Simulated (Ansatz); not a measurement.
# Ligand exchange: C2H8O2Si + H2O2 → CH6O3Si + CH4O

Species: C2H8O2Si `CO[SiH](C)O`, singlet; H2O2 `OO`, singlet; CH6O3Si `CO[SiH](O)O`, singlet; CH4O (methanol) `CO`, singlet. The partners trade CH3 for OH: Si–CH3 and O–OH bonds give way to Si–OH and O–CH3.

Shapes, held fixed at every level: PBE0-D4/def2-TZVP. Flexible molecules stand in one conformer, not always the lowest. Programs: Ansatz 0.2.0. Electronic energies: no zero-point or thermal term.

```tsv
level	kind	ΔE (kJ/mol)	less CCSD(T)/CBS estimate
r2SCAN-D4/def2-TZVPP	meta-GGA	-346.8	+13.1
B3LYP-D4/def2-TZVPP	global hybrid	-347.4	+12.5
PBE0-D4/def2-TZVPP	global hybrid	-343.8	+16.1
wB97M-V/def2-TZVPP	range-separated hybrid	-350.0	+9.9
wB97X-V/def2-TZVPP	range-separated hybrid	-347.2	+12.7
B2PLYP/def2-TZVPP	double hybrid	-358.4	+1.5
MP2/def2-TZVPP	perturbation theory	-370.6	-10.7
CCSD(T)/CBS estimate	coupled cluster or CI	-359.9	0.0
```

The highest level, CCSD(T)/CBS estimate, gives ΔE = -359.9 kJ/mol; the levels span -370.6 to -343.8. The column of differences is taken from that level and isn't an error. No measured value is set beside it here. The CBS estimate extrapolates MP2 from def2-TZVPP and def2-QZVPP and adds CCSD(T) − MP2 in the triple-zeta set, cores frozen.
